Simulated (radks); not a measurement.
Values are calculated unless marked as measured or tabulated.
Isoelectronic series with 20 electrons, all held in the configuration [Ar] 4s2, which need not be the ground one along the series. Code: a radial shooting solver on a logarithmic mesh with Libxc functionals. Model: scalar-relativistic Kohn-Sham, PBE, spin-unpolarised, spherical densities, finite nucleus; Fermi nuclear charge, rms radius of each element as measured or else 0.836 A^(1/3) + 0.57 fm. Total energies (hartree) and orbital eigenvalues (eV):

ion	E (hartree)	4s	3p	3s	2p
Ca	-680.32405	-3.7664	-28.0081	-47.0917	-334.7386
Ti2+	-852.35690	-21.1189	-67.3884	-91.7680	-476.5545
Cr4+	-1045.13593	-46.7769	-120.6567	-150.5459	-647.7409
Fe6+	-1258.71105	-79.9852	-186.8863	-222.5011	-847.3701
Ni8+	-1493.17988	-120.5015	-265.7833	-307.3664	-1075.161
Zn10+	-1748.66555	-168.2273	-357.2257	-405.0587	-1331.022
Ge12+	-2025.31178	-223.1258	-461.1641	-515.5761	-1614.950
Se14+	-2323.28009	-285.1930	-577.5874	-638.9624	-1926.992
Kr16+	-2642.74771	-354.4449	-706.5079	-775.2911	-2267.226
Sr18+	-2983.90836	-430.9117	-847.9537	-924.6583	-2635.756
Zr20+	-3346.97176	-514.6345	-1001.964	-1087.179	-3032.705
Mo22+	-3732.16245	-605.6633	-1168.589	-1262.984	-3458.210
Ru24+	-4139.72759	-704.0565	-1347.883	-1452.221	-3912.425
